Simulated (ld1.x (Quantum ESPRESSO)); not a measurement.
Logarithmic derivatives: indium (In), TM

* Element: indium (In)
* Generator: ld1.x (Quantum ESPRESSO) 7.5
* Type: norm-conserving Troullier–Martins (Kleinman–Bylander form)
* Functional: PW91
* Relativity: fully relativistic
* Frozen core: [Kr] 4d10
* Valence charge: 3
* Reference configuration: 5s1.75 5p1.25
* Partial waves: 5p (bound): rc 3.00 bohr; 5d channel at -0.15 Ry: rc 3.25 bohr; 5s (bound): rc 1.65 bohr
* Local potential: the s channel
* Core correction: none

Open shells are filled in proportion to 2j + 1 (rel_dist='average').

The phase is arctan(r·u′/u) with u = r·R(r), unwrapped; energies in Ry, scanned from -3 to 5 Ry. A pole is an energy at which the radial function vanishes at the test radius. The pseudo phase is shifted by a multiple of π to meet the all-electron one at the reference energy, and phase errors are pseudo minus all-electron; the curves can meet again beyond the range given. Levels narrower than the energy grid can be missing from the lists of poles.

```csv
channel,radius (bohr),reference energy (Ry),"poles, all-electron","poles, pseudo",unbroken range about the reference energy with phases within 0.05 rad,phase error 1 Ry above the reference energy (rad)
s,3.54,-0.63,"-0.25, 3.76","-0.26, 2.66",below 0.9,-0.009
p1/2,3.54,-0.22,"0.47, 4.60","0.47, 4.66",below 2.0,-0.002
p3/2,3.54,-0.19,"0.56, 4.77","0.56, 4.58",below 1.9,-0.003
d3/2,3.54,-0.15,"-1.43, 1.93",1.53,-1.3 to 0.3,-0.156
d5/2,3.54,-0.15,"-1.36, 1.96",1.52,-1.3 to 0.3,-0.184
```

Phases in the p1/2 channel:

```tsv
E (Ry)	all-electron	pseudo
-3.00	1.396	1.396
-2.52	1.377	1.377
-2.04	1.349	1.349
-1.56	1.305	1.304
-1.08	1.215	1.215
-0.60	0.907	0.906
-0.12	-0.996	-0.997
0.36	-1.527	-1.528
0.84	-1.674	-1.676
1.32	-1.801	-1.806
1.80	-2.058	-2.081
2.28	-3.293	-3.401
2.76	-4.331	-4.348
3.24	-4.542	-4.546
3.72	-4.628	-4.629
4.20	-4.680	-4.678
4.68	-4.718	-4.714
```
